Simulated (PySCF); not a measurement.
4,4-difluorobut-1-yne (C4H4F2), SMILES C#CCC(F)F. Atoms are numbered in the order given.

```xyz
10

C      1.0166     1.4473     2.0795
C      0.8363     0.5409     1.2984
C      0.5930    -0.5493     0.3600
C     -0.6627    -0.3522    -0.4796
F     -0.8344    -1.4418    -1.2748
F     -0.5257     0.7319    -1.2819
H      1.1839     2.2532     2.7690
H      0.4902    -1.5058     0.8992
H      1.4381    -0.6605    -0.3408
H     -1.5713    -0.2180     0.1333
```

The structure is a stationary point at B3LYP-D3(BJ)/def2-SVP. Other conformers were not sampled.

All values below come from PySCF with PBE/pcSseg-1.

GIAO shieldings, no solvent; atoms listed in one row are averaged. δ = σ(ref) − σ: ¹³C against TMS (σ = 182.0 ppm); ¹⁹F against CFCl3 (σ = 133.6 ppm); ¹H against TMS (σ = 31.49 ppm), references at their B3LYP-D3(BJ)/def2-TZVP geometries, non-relativistic.

Computed chemical shifts:
| nucleus | atoms | count | δ (ppm) |
|---|---|---|---|
| ¹³C | C4 | 1 | 126.6 |
| ¹³C | C2 | 1 | 79.7 |
| ¹³C | C1 | 1 | 76.7 |
| ¹³C | C3 | 1 | 32.0 |
| ¹⁹F | F5 | 1 | -146.5 |
| ¹⁹F | F6 | 1 | -149.0 |
| ¹H | H10 | 1 | 6.36 |
| ¹H | H9 | 1 | 3.00 |
| ¹H | H8 | 1 | 2.85 |
| ¹H | H7 | 1 | 2.06 |
